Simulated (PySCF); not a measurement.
Compound: C6H14S.
Cartesian coordinates in Å at the PBE0-D3(BJ)/def2-SVP level; atoms count from 1:
```xyz
21
C6H14S angstrom
C      2.582    0.877   -0.022
S      1.768   -0.001    1.328
C      0.298   -0.712    0.497
C      0.704   -1.765   -0.526
C     -0.670    0.353   -0.049
C     -1.108    1.338    1.028
C     -1.891   -0.286   -0.708
H      2.828    0.211   -0.862
H      1.987    1.728   -0.386
H      3.522    1.268    0.391
H     -0.201   -1.218    1.343
H      1.116   -1.302   -1.437
H      1.469   -2.433   -0.108
H     -0.156   -2.380   -0.831
H     -0.129    0.915   -0.834
H     -1.699    0.825    1.805
H     -0.243    1.802    1.523
H     -1.739    2.132    0.600
H     -1.630   -0.891   -1.588
H     -2.598    0.489   -1.041
H     -2.427   -0.937    0.003
```

Level: B3LYP/def2-SVPD in PySCF, non-relativistic, on one gas-phase PBE0-D3(BJ)/def2-SVP geometry that isn't relaxed in the solvent. The solvent is an IEF-PCM continuum (van der Waals radii × 1.2). Only the electrostatic response of the medium enters.

Gas phase at B3LYP/def2-SVPD: HOMO -5.99 eV, LUMO 0.24 eV, dipole 1.67 D.

Q: What does the continuum do to the energy, the frontier levels and the dipole at B3LYP/def2-SVPD in benzene and dimethylsulfoxide?

A: 
| solvent | ε | E(solvent) − E(gas) (kcal/mol) | polarisation term (kcal/mol) | distortion of the solute (kcal/mol) | HOMO (eV) | LUMO (eV) | dipole (D) |
| --- | --- | --- | --- | --- | --- | --- | --- |
| benzene | 2.271 | -1.34 | -1.46 | 0.12 | -6.00 | 0.34 | 1.99 |
| dimethylsulfoxide | 46.83 | -3.18 | -3.90 | 0.72 | -6.08 | 0.39 | 2.51 |

The first energy column is the sum of the next two and covers electrostatics alone. From benzene to dimethylsulfoxide the lowering changes by a factor 2.37, Onsager's factor (ε − 1)/(2ε + 1) by 2.11 and ε itself by 20.6.

Q: Which radius a makes the point-dipole formula ΔE = −[(ε − 1)/(2ε + 1)]·μ²/a³ give the value in dimethylsulfoxide, with the gas-phase dipole?

A: μ = 0.657 au and |ΔE| = 0.00506 Eh give a = 1.83 Å; the farthest nucleus lies 3.68 Å from the centroid of the nuclei, so such a sphere wouldn't even hold the nuclei. The formula assumes a rigid point dipole at the centre of a sphere.

Q: Give the dipole vector in the frame of the coordinates (D, pointing from negative to positive charge), gas and dimethylsulfoxide.

A: Gas (-0.57, 0.11, -1.57), solvent (-0.88, 0.16, -2.35). Its length changes by +51 % and its direction by less than 1°.

Q: How does the static polarisability (B3LYP/def2-SVPD, frozen core, with the continuum's full static response) change?

A: 
```tsv
medium	isotropic (au)	principal values (au)	⟨r²⟩ of the electrons (bohr²)
gas	96.7	87.5, 94.1, 108.4	1127.5
benzene	111.5	102.3, 108.3, 124.0	1127.5
dimethylsulfoxide	135.9	130.3, 131.2, 146.3	1127.7
```

The isotropic value in dimethylsulfoxide is 1.41 times the gas-phase one; no cavity-field correction is applied. ⟨r²⟩ is taken about the centre of nuclear charge.
